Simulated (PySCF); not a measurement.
Al(Me)(SH)2 (CH5AlS2), SMILES [SH][Al]([CH3])[SH].

Geometry: B3LYP-D3(BJ)/def2-SVP. The structure was generated by enumeration; whether it is a known compound was not checked. The values are those of a single conformer.

Two levels are set side by side: PBE/def2-TZVP (PySCF) and B3LYP/def2-TZVP (PySCF). Same geometry, gas phase. Differences are taken from unrounded values.

```tsv
quantity	B3LYP	PBE	PBE minus B3LYP
orbital gap (eV)	6.50	4.98	-1.52
highest occupied level (eV)	-7.25	-6.31	0.94
lowest empty level (eV)	-0.75	-1.33	-0.58
mean polarisability (bohr³)	77.5	79.9	2.4
```

PBE's occupied levels lie high since its potential decays too fast outside the molecule; exact exchange lowers them and widens the gap. Loosely held outer electrons make PBE densities more polarisable. Differences between two approximate levels are no errors against the true value.

Rough cost on one machine, each run with all the roots and properties that it gave: B3LYP against PBE within a factor of 2.
